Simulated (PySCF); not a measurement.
All values below come from PySCF with B3LYP-D3(BJ)/def2-TZVP // PBE0-D4/def2-TZVP. All species are isolated molecules in the gas phase. One relaxed conformer stands for a flexible species; it need not be the lowest. B3LYP has the VWN-RPA correlation part, as in Gaussian. Excitations are Tamm–Dancoff values on a coarser integration grid. The basis has no diffuse functions, so Rydberg states are missing or too high.

Reference species (SMILES): `SB(S)N` (S–B–S–H torsion -180°, S–B–S–H torsion 0°) (neutral, multiplicity 1).

The HOMO–LUMO gap is 6.66 eV. The S1 excitation (TDA) is 5.57 eV and the S1 oscillator strength comes out as 0.000.

Changed species: `NB(N)S` (N–B–S–H torsion 180°) (1 of 3 NH2 replaced by SH; the reference has 2 of 3 NH2 replaced by SH).

### Question
Give the shifts of the HOMO–LUMO gap, S1 excitation (TDA) and S1 oscillator strength.

### Answer
the HOMO–LUMO gap rises by 0.04 eV, to 6.70 eV; the S1 excitation (TDA) stays essentially unchanged; the S1 oscillator strength stays essentially unchanged.
